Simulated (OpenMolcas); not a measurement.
**W+: thermal populations, worked from levels**

```
Program             : OpenMolcas
Basis               : ANO-RCC-VTZP [8s7p5d3f2g1h]
Scalar Hamiltonian  : DKH2, point nucleus
Active space        : 5 electrons in 6 orbitals (5d 6s)
State averaging     : 2S+1 = 6 even, 6 roots; 2S+1 = 4 even, 81 roots kept (CI in the orbitals of an earlier block); 2S+1 = 2 even, 125 roots kept (CI in the orbitals of an earlier block, 113 in the spin-orbit step)
Spin-orbit coupling : RASSI with atomic mean-field integrals over the reference wave functions, term energies averaged over their components
```

Methods: CASSCF; MS-CASPT2, IPEA 0.25 Eh, imaginary shift 0.1 Eh (closed shells correlated: 5s 5p). Measured levels: NIST Handbook of Basic Atomic Spectroscopic Data.

**Thermal populations.** Z = Σ (2J + 1) exp(-E/kT) with k = 0.695035 cm-1/K, over the levels below. No other level of either list lies under 8660 cm-1, which is above 7 kT at each temperature.

```
        Level  2J + 1  MS-CASPT2  measured
5d4 6s 6D 1/2       2        0.0       0.0
5d4 6s 6D 3/2       4       1562      1519
5d4 6s 6D 5/2       6       3280      3172
5d4 6s 6D 7/2       8       4800      4716
5d4 6s 6D 9/2      10       6150      6147
   5d5 6S 5/2       6       7950      7420
```

```tsv
T (K)	Z, MS-CASPT2	Z, measured levels	Ground level (%), MS-CASPT2	Ground level (%), measured levels
1000	2.486	2.523	80.5	79.3
```

At 1000 K, kT = 695 cm-1, and the computed levels give Z = 2.000 + 0.423 + 0.054 + 0.008 + 0.001 + 0.000 = 2.486.

Some high roots are left out of the spin-orbit mixing, which shifts the levels that they would mix with. Configurations are named by rounded mean occupations; where the s occupation lies near a half they are strongly mixed, a name can repeat and a true partner stay unpaired. A single d shell beside an s shell can misplace configurations of different d count against each other. Without dynamic correlation excited terms often stand tens of per cent too high (terms of higher spin than the ground term too low), and those without a measured partner can miss by more than the paired ones (holds for CASSCF). Blocks of more than 70 roots (2S+1 = 4 even, 2 even) ran without multistate coupling (holds for MS-CASPT2). Measured partners are found by configuration, term and J. A level has none where our copy of the source lacks it or the pairing is in doubt (some pairs that miss far off the trend of their configuration count as doubtful), and it then counts in no deviation. Levels of configurations outside the active space are missing.
